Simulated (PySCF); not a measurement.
# Correlation energy of Ni⁺ (nickel, charge +1)

Starting occupation: [Ar] 3d9, 3d3/2 with m_j = -3/2, -1/2, +1/2, +3/2, 3d5/2 with m_j = -3/2, -1/2, +1/2, +3/2, +5/2. Calculation: PySCF 2.14, in x2c-TZVPPall-2c; X2C-1e with screened-nucleus spin-orbit coupling, Gaussian nucleus. Frozen: [Ne]; 17 electrons correlated; the 6 highest virtual spinors left out.

MP2 pair energies summed by pair of shells (mhartree):

```tsv
pair	energy	share (%)
3d-3d	-368.03	49.0
3d-3p	-238.26	31.7
3p-3p	-62.06	8.3
3d-3s	-50.24	6.7
3p-3s	-28.31	3.8
3s-3s	-4.23	0.6
```

Total MP2 correlation energy: -751.14 mhartree.

The GHF reference relaxed away from the jj start to a determinant that is no pure jj level (⟨S²⟩ = 0.75, ⟨J²⟩ = 8.76); the energies belong to that determinant.

This basis was not built for core-valence correlation, so the inner-shell part is incomplete.
